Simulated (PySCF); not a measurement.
Record of a relaxation.

Species: (F3Sn)2S.
Bonds: Sn1–F2, Sn1–F3, Sn1–F4, Sn1–S5, S5–Sn6, Sn6–F7, Sn6–F8, Sn6–F9.

Computed by this run: PBE0-D3(BJ)/def2-SVP geometry optimisation, gas phase, def2 core potentials past Kr in PySCF 2.14.0; density fitting, grid level 1; the optimiser is geomeTRIC in internal coordinates, started from a GFN2-xTB structure with every atom displaced at random (about 0.03 Å). 14 of its 15 geometries are shown. The frame can shift and turn from step to step; on so coarse a grid that alone can change the energy by a few meV, and forces under 0.02 eV/Å are noise.

Step 0: E = -38769.0007 eV, largest atomic force 2.292 eV/Å
```
atom  x, y, z in Å  |  force x, y, z in eV/Å
Sn1    -0.904    0.150    1.626   -1.367   0.681  -0.090
F2      0.645    0.488    2.679    0.182  -0.130  -0.117
F3     -1.480   -1.690    1.739    0.331   0.576  -0.133
F4     -2.292    1.181    2.569    0.936  -0.745  -0.736
S5     -0.949    1.156   -0.668    0.279  -0.614   0.791
Sn6     0.831   -0.040   -1.746    2.127  -0.677  -0.436
F7      0.263   -0.997   -3.358    0.324   0.661   1.029
F8      2.382    1.105   -2.340   -1.818  -1.212   0.693
F9      1.637   -1.422   -0.527   -0.995   1.459  -1.001
```

Step 1: E = -38769.3740 eV, largest atomic force 1.099 eV/Å
```
atom  x, y, z in Å  |  force x, y, z in eV/Å
Sn1    -0.883    0.155    1.566   -0.595   0.516  -0.279
F2      0.704    0.473    2.571    0.126  -0.103  -0.095
F3     -1.417   -1.681    1.634    0.166   0.155  -0.072
F4     -2.237    1.131    2.537    0.346  -0.295  -0.301
S5     -0.970    1.180   -0.676    0.162  -0.414   0.598
Sn6     0.809   -0.036   -1.697    1.059  -0.231  -0.182
F7      0.277   -1.003   -3.274    0.114   0.252   0.364
F8      2.327    1.058   -2.251   -0.866  -0.528   0.308
F9      1.522   -1.346   -0.435   -0.513   0.647  -0.341
```

Step 2: E = -38769.5178 eV, largest atomic force 0.306 eV/Å
```
atom  x, y, z in Å  |  force x, y, z in eV/Å
Sn1    -0.852    0.165    1.478   -0.090   0.121  -0.121
F2      0.791    0.455    2.402    0.040  -0.032  -0.028
F3     -1.327   -1.683    1.477    0.034   0.020  -0.004
F4     -2.173    1.068    2.524    0.015  -0.056  -0.023
S5     -1.010    1.224   -0.694    0.003  -0.110   0.256
Sn6     0.774   -0.025   -1.631    0.111  -0.030  -0.283
F7      0.293   -1.037   -3.179    0.047   0.020   0.045
F8      2.292    1.016   -2.136   -0.016   0.012  -0.002
F9      1.344   -1.252   -0.266   -0.144   0.055   0.161
```

Step 3: E = -38769.5482 eV, largest atomic force 0.297 eV/Å
```
atom  x, y, z in Å  |  force x, y, z in eV/Å
Sn1    -0.835    0.163    1.421    0.265  -0.134   0.006
F2      0.845    0.431    2.286   -0.030   0.054   0.042
F3     -1.282   -1.687    1.380   -0.092  -0.095   0.042
F4     -2.130    1.016    2.527   -0.128   0.046   0.107
S5     -1.044    1.250   -0.708   -0.039   0.060  -0.032
Sn6     0.753   -0.010   -1.604   -0.048   0.185  -0.223
F7      0.327   -1.078   -3.121    0.032  -0.090  -0.115
F8      2.294    1.006   -2.073    0.110   0.035  -0.042
F9      1.204   -1.161   -0.133   -0.069  -0.062   0.214
```

Step 4: E = -38769.5697 eV, largest atomic force 0.496 eV/Å
```
atom  x, y, z in Å  |  force x, y, z in eV/Å
Sn1    -0.813    0.149    1.394    0.372  -0.315  -0.068
F2      0.869    0.445    2.249   -0.073   0.106   0.089
F3     -1.240   -1.708    1.351   -0.180  -0.038   0.090
F4     -2.117    0.960    2.523   -0.120   0.057   0.096
S5     -1.063    1.259   -0.727   -0.054   0.102  -0.070
Sn6     0.746    0.011   -1.614   -0.356   0.259  -0.229
F7      0.385   -1.089   -3.124    0.052  -0.073  -0.107
F8      2.319    0.993   -2.014    0.278   0.084  -0.071
F9      1.048   -1.090   -0.065    0.081  -0.181   0.269
```

Step 5: E = -38769.5958 eV, largest atomic force 0.617 eV/Å
```
atom  x, y, z in Å  |  force x, y, z in eV/Å
Sn1    -0.794    0.095    1.381    0.390  -0.351  -0.140
F2      0.866    0.429    2.268   -0.103   0.104   0.100
F3     -1.285   -1.750    1.401   -0.124   0.024   0.047
F4     -2.106    0.914    2.504   -0.085   0.078   0.040
S5     -1.079    1.238   -0.736   -0.086   0.159  -0.135
Sn6     0.757    0.057   -1.661   -0.521   0.329  -0.013
F7      0.494   -1.081   -3.163    0.049  -0.040  -0.042
F8      2.359    1.021   -1.988    0.227   0.029  -0.058
F9      0.922   -0.992   -0.032    0.255  -0.333   0.202
```

Step 6: E = -38769.6164 eV, largest atomic force 0.388 eV/Å
```
atom  x, y, z in Å  |  force x, y, z in eV/Å
Sn1    -0.780    0.068    1.401    0.138  -0.265  -0.075
F2      0.820    0.464    2.368   -0.033  -0.029  -0.052
F3     -1.293   -1.773    1.449    0.007   0.086  -0.017
F4     -2.143    0.888    2.473    0.044   0.018  -0.071
S5     -1.069    1.233   -0.713   -0.017   0.087  -0.079
Sn6     0.758    0.083   -1.687   -0.271  -0.010   0.277
F7      0.503   -1.024   -3.218    0.011   0.028   0.033
F8      2.378    1.030   -2.013    0.065  -0.007  -0.007
F9      0.958   -1.039   -0.085    0.056   0.091  -0.007
```

Step 8: E = -38769.6415 eV, largest atomic force 0.262 eV/Å
```
atom  x, y, z in Å  |  force x, y, z in eV/Å
Sn1    -0.714   -0.010    1.347   -0.134  -0.038   0.206
F2      0.820    0.423    2.399    0.038  -0.005  -0.035
F3     -1.264   -1.836    1.342   -0.054  -0.062  -0.005
F4     -2.114    0.776    2.400   -0.021   0.044  -0.006
S5     -1.086    1.305   -0.684   -0.011   0.018  -0.008
Sn6     0.715    0.167   -1.658    0.075   0.162  -0.192
F7      0.492   -0.985   -3.159   -0.005  -0.026   0.018
F8      2.382    1.037   -1.987   -0.083  -0.065   0.059
F9      0.902   -0.946   -0.025    0.195  -0.027  -0.038
```

Step 9: E = -38769.6445 eV, largest atomic force 0.265 eV/Å
```
atom  x, y, z in Å  |  force x, y, z in eV/Å
Sn1    -0.741   -0.011    1.384    0.128   0.024  -0.230
F2      0.811    0.392    2.423   -0.022  -0.053  -0.058
F3     -1.287   -1.839    1.344    0.012  -0.010   0.001
F4     -2.133    0.801    2.418   -0.058   0.030   0.049
S5     -1.076    1.296   -0.671    0.021  -0.086   0.104
Sn6     0.728    0.168   -1.670   -0.178   0.032   0.049
F7      0.477   -0.979   -3.167   -0.017  -0.035  -0.069
F8      2.371    1.058   -2.016    0.152   0.090  -0.021
F9      0.983   -0.955   -0.072   -0.038   0.007   0.176
```

Step 10: E = -38769.6517 eV, largest atomic force 0.038 eV/Å
```
atom  x, y, z in Å  |  force x, y, z in eV/Å
Sn1    -0.734   -0.024    1.366    0.021  -0.004  -0.024
F2      0.822    0.373    2.400   -0.003  -0.018   0.001
F3     -1.299   -1.847    1.333    0.013   0.008  -0.014
F4     -2.119    0.793    2.417    0.008  -0.007  -0.007
S5     -1.086    1.297   -0.668   -0.006  -0.032   0.013
Sn6     0.722    0.180   -1.665   -0.029   0.019  -0.016
F7      0.486   -0.983   -3.156   -0.003   0.009   0.009
F8      2.369    1.071   -2.010    0.024   0.018   0.010
F9      0.972   -0.929   -0.044   -0.024   0.006   0.029
```

Step 11: E = -38769.6521 eV, largest atomic force 0.031 eV/Å
```
atom  x, y, z in Å  |  force x, y, z in eV/Å
Sn1    -0.725   -0.045    1.359   -0.008   0.023   0.019
F2      0.824    0.354    2.402   -0.003  -0.012   0.011
F3     -1.298   -1.865    1.319    0.010  -0.008  -0.013
F4     -2.113    0.768    2.409   -0.004  -0.003   0.004
S5     -1.098    1.296   -0.661   -0.009  -0.010  -0.010
Sn6     0.716    0.204   -1.665    0.003   0.026  -0.005
F7      0.500   -0.963   -3.156   -0.004  -0.003   0.000
F8      2.369    1.093   -1.994   -0.001   0.008   0.011
F9      0.959   -0.910   -0.039    0.016  -0.021  -0.017
```

Step 12: E = -38769.6525 eV, largest atomic force 0.042 eV/Å
```
atom  x, y, z in Å  |  force x, y, z in eV/Å
Sn1    -0.725   -0.054    1.359   -0.015   0.015   0.013
F2      0.822    0.345    2.405    0.001  -0.010   0.009
F3     -1.288   -1.876    1.305    0.002  -0.012  -0.001
F4     -2.116    0.751    2.410    0.004  -0.011   0.003
S5     -1.106    1.293   -0.655   -0.006   0.005  -0.009
Sn6     0.714    0.216   -1.663    0.040  -0.008  -0.007
F7      0.504   -0.943   -3.160   -0.004   0.009   0.006
F8      2.367    1.111   -1.979   -0.024   0.001   0.007
F9      0.961   -0.912   -0.046    0.002   0.013  -0.021
```

Step 13: E = -38769.6524 eV, largest atomic force 0.044 eV/Å
```
atom  x, y, z in Å  |  force x, y, z in eV/Å
Sn1    -0.725   -0.073    1.359   -0.016   0.012  -0.020
F2      0.815    0.317    2.417   -0.001  -0.007   0.002
F3     -1.278   -1.899    1.280    0.007   0.001   0.007
F4     -2.123    0.716    2.414    0.008  -0.018   0.005
S5     -1.115    1.292   -0.644    0.002   0.010  -0.001
Sn6     0.715    0.242   -1.663    0.016  -0.037   0.019
F7      0.511   -0.911   -3.166   -0.002   0.012   0.000
F8      2.363    1.149   -1.964   -0.007   0.012  -0.009
F9      0.969   -0.901   -0.058   -0.007   0.016  -0.002
```

Step 14: E = -38769.6527 eV, largest atomic force 0.031 eV/Å
```
atom  x, y, z in Å  |  force x, y, z in eV/Å
Sn1    -0.726   -0.074    1.358   -0.006   0.006  -0.019
F2      0.814    0.313    2.418   -0.001  -0.002   0.001
F3     -1.275   -1.900    1.275    0.003  -0.004   0.005
F4     -2.124    0.709    2.417    0.000  -0.011   0.008
S5     -1.115    1.293   -0.644    0.006   0.004   0.003
Sn6     0.716    0.243   -1.662    0.010  -0.022   0.018
F7      0.510   -0.908   -3.166   -0.001   0.007  -0.005
F8      2.361    1.154   -1.965   -0.007   0.009  -0.007
F9      0.972   -0.900   -0.057   -0.005   0.014  -0.004
```

**Question.** Summarise the path.

**Answer.** The energy falls by 62.91 kJ/mol from step 0 to step 14; nine tenths of that is first reached at step 5. It never rises by more than 0.2 meV. The largest force goes from 2.292 to 0.031 eV/Å. Among the bonds Sn6–F8 changes most, from 2.017 to 1.905 Å; the atoms move by 0.448 Å rms after alignment.

**Question.** Follow the three bonds and two angles with the largest change from start to end.

**Answer.** 
| step | E above end (kJ/mol) | largest force (eV/Å) | Sn6–F8 (Å) | S5–Sn6 (Å) | Sn6–F7 (Å) | S5–Sn6–F9 (°) | Sn1–S5–Sn6 (°) |
| --- | --- | --- | --- | --- | --- | --- | --- |
| 0 | 62.91 | 2.292 | 2.017 | 2.400 | 1.959 | 111.5 | 101.4 |
| 1 | 26.89 | 1.099 | 1.951 | 2.385 | 1.925 | 109.7 | 98.7 |
| 2 | 13.02 | 0.306 | 1.909 | 2.370 | 1.911 | 106.2 | 94.3 |
| 3 | 10.09 | 0.297 | 1.904 | 2.370 | 1.903 | 101.9 | 91.7 |
| 4 | 8.01 | 0.496 | 1.897 | 2.370 | 1.903 | 96.9 | 90.4 |
| 5 | 5.49 | 0.617 | 1.898 | 2.371 | 1.903 | 90.4 | 90.9 |
| 6 | 3.51 | 0.388 | 1.904 | 2.368 | 1.907 | 91.2 | 91.9 |
| 7 | 1.39 | 0.320 | 1.912 | 2.347 | 1.908 | 91.0 | 88.9 |
| 8 | 1.08 | 0.262 | 1.909 | 2.343 | 1.905 | 90.1 | 88.1 |
| 9 | 0.80 | 0.265 | 1.900 | 2.351 | 1.903 | 91.6 | 89.7 |
| 10 | 0.10 | 0.038 | 1.904 | 2.347 | 1.905 | 90.9 | 89.2 |
| 11 | 0.06 | 0.031 | 1.905 | 2.344 | 1.905 | 90.3 | 88.9 |
| 12 | 0.02 | 0.042 | 1.906 | 2.343 | 1.905 | 90.4 | 88.9 |
| 13 | 0.03 | 0.044 | 1.905 | 2.343 | 1.905 | 90.4 | 88.9 |
| 14 | 0.00 | 0.031 | 1.905 | 2.343 | 1.905 | 90.4 | 88.9 |

The cost below is that of the whole optimisation. On an Arm Neoverse V2 with one thread, no GPU, shared host, this took 4.1 min of wall time and 0.64 GiB of memory at its peak.
